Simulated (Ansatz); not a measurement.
La(N(SiH3)2)3 (LaSi₆N₃H₁₈). Total charge 0; singlet. Geometry PBE-D4/def2-SVP.

```xyz
28

La   -0.2870   -0.0444   -0.6610
N     1.4903    1.5379   -0.7707
Si    1.5429    1.9111   -2.4470
Si    2.4195    2.1365    0.5765
H     1.1822    3.3163   -2.8562
H     0.3834    1.0198   -2.9801
H     2.7616    1.4771   -3.2208
H     3.8855    1.7862    0.4876
H     1.8639    1.4907    1.8245
H     2.3194    3.6340    0.7431
N     0.5095   -2.2115   -0.0736
Si    0.0205   -3.1546   -1.4230
Si    1.4132   -2.6176    1.3602
H     1.1049   -3.7345   -2.2946
H    -0.6709   -2.0704   -2.3004
H    -1.0348   -4.2061   -1.1947
H     0.7074   -3.6192    2.2427
H     1.5883   -1.3430    2.1541
H     2.7861   -3.1683    1.0555
N    -2.0399    0.6780    0.7819
Si   -1.9375    0.8466    2.5129
Si   -3.3457    0.8980   -0.3129
H    -2.1487    2.2645    2.9842
H    -0.5448    0.4260    2.9209
H    -2.9223   -0.0290    3.2503
H    -4.5285   -0.0266   -0.1758
H    -2.6695    0.4998   -1.6565
H    -3.8489    2.3027   -0.5268
```

In the def2 sets La takes a core potential; there is no spin–orbit coupling.

(1) Estimate the orbital energies around the gap (eV) in Ansatz with PBE-D4/def2-SVP, PBE-D4/def2-TZVP, r2SCAN-D4/def2-TZVP, PBE0-D4/def2-SVP, PBE0-D4/def2-TZVP.

## Answers

(1) 
```json
{"orbital": "HOMO−9", "PBE-D4/def2-SVP": "-8.21", "PBE-D4/def2-TZVP": "-8.25", "r2SCAN-D4/def2-TZVP": "-8.60", "PBE0-D4/def2-SVP": "-9.57", "PBE0-D4/def2-TZVP": "-9.59"}
{"orbital": "HOMO−8", "PBE-D4/def2-SVP": "-8.15", "PBE-D4/def2-TZVP": "-8.19", "r2SCAN-D4/def2-TZVP": "-8.55", "PBE0-D4/def2-SVP": "-9.52", "PBE0-D4/def2-TZVP": "-9.53"}
{"orbital": "HOMO−7", "PBE-D4/def2-SVP": "-8.11", "PBE-D4/def2-TZVP": "-8.14", "r2SCAN-D4/def2-TZVP": "-8.49", "PBE0-D4/def2-SVP": "-9.46", "PBE0-D4/def2-TZVP": "-9.46"}
{"orbital": "HOMO−6", "PBE-D4/def2-SVP": "-8.11", "PBE-D4/def2-TZVP": "-8.14", "r2SCAN-D4/def2-TZVP": "-8.49", "PBE0-D4/def2-SVP": "-9.46", "PBE0-D4/def2-TZVP": "-9.46"}
{"orbital": "HOMO−5", "PBE-D4/def2-SVP": "-6.97", "PBE-D4/def2-TZVP": "-7.04", "r2SCAN-D4/def2-TZVP": "-7.33", "PBE0-D4/def2-SVP": "-8.25", "PBE0-D4/def2-TZVP": "-8.28"}
{"orbital": "HOMO−4", "PBE-D4/def2-SVP": "-6.97", "PBE-D4/def2-TZVP": "-7.03", "r2SCAN-D4/def2-TZVP": "-7.33", "PBE0-D4/def2-SVP": "-8.25", "PBE0-D4/def2-TZVP": "-8.28"}
{"orbital": "HOMO−3", "PBE-D4/def2-SVP": "-6.91", "PBE-D4/def2-TZVP": "-6.98", "r2SCAN-D4/def2-TZVP": "-7.26", "PBE0-D4/def2-SVP": "-8.18", "PBE0-D4/def2-TZVP": "-8.21"}
{"orbital": "HOMO−2", "PBE-D4/def2-SVP": "-6.10", "PBE-D4/def2-TZVP": "-6.21", "r2SCAN-D4/def2-TZVP": "-6.48", "PBE0-D4/def2-SVP": "-7.36", "PBE0-D4/def2-TZVP": "-7.43"}
{"orbital": "HOMO−1", "PBE-D4/def2-SVP": "-6.10", "PBE-D4/def2-TZVP": "-6.21", "r2SCAN-D4/def2-TZVP": "-6.48", "PBE0-D4/def2-SVP": "-7.35", "PBE0-D4/def2-TZVP": "-7.42"}
{"orbital": "HOMO", "PBE-D4/def2-SVP": "-5.89", "PBE-D4/def2-TZVP": "-6.01", "r2SCAN-D4/def2-TZVP": "-6.29", "PBE0-D4/def2-SVP": "-7.14", "PBE0-D4/def2-TZVP": "-7.22"}
{"orbital": "LUMO", "PBE-D4/def2-SVP": "-2.23", "PBE-D4/def2-TZVP": "-2.31", "r2SCAN-D4/def2-TZVP": "-2.09", "PBE0-D4/def2-SVP": "-1.50", "PBE0-D4/def2-TZVP": "-1.56"}
{"orbital": "LUMO+1", "PBE-D4/def2-SVP": "-1.29", "PBE-D4/def2-TZVP": "-1.45", "r2SCAN-D4/def2-TZVP": "-1.23", "PBE0-D4/def2-SVP": "-0.57", "PBE0-D4/def2-TZVP": "-0.69"}
{"orbital": "LUMO+2", "PBE-D4/def2-SVP": "-1.27", "PBE-D4/def2-TZVP": "-1.43", "r2SCAN-D4/def2-TZVP": "-1.21", "PBE0-D4/def2-SVP": "-0.55", "PBE0-D4/def2-TZVP": "-0.67"}
{"orbital": "LUMO+3", "PBE-D4/def2-SVP": "-0.91", "PBE-D4/def2-TZVP": "-1.16", "r2SCAN-D4/def2-TZVP": "-0.86", "PBE0-D4/def2-SVP": "-0.18", "PBE0-D4/def2-TZVP": "-0.38"}
{"orbital": "LUMO+4", "PBE-D4/def2-SVP": "-0.79", "PBE-D4/def2-TZVP": "-1.08", "r2SCAN-D4/def2-TZVP": "-0.80", "PBE0-D4/def2-SVP": "-0.01", "PBE0-D4/def2-TZVP": "-0.26"}
{"orbital": "LUMO+5", "PBE-D4/def2-SVP": "-0.79", "PBE-D4/def2-TZVP": "-1.07", "r2SCAN-D4/def2-TZVP": "-0.80", "PBE0-D4/def2-SVP": "-0.01", "PBE0-D4/def2-TZVP": "-0.26"}
```
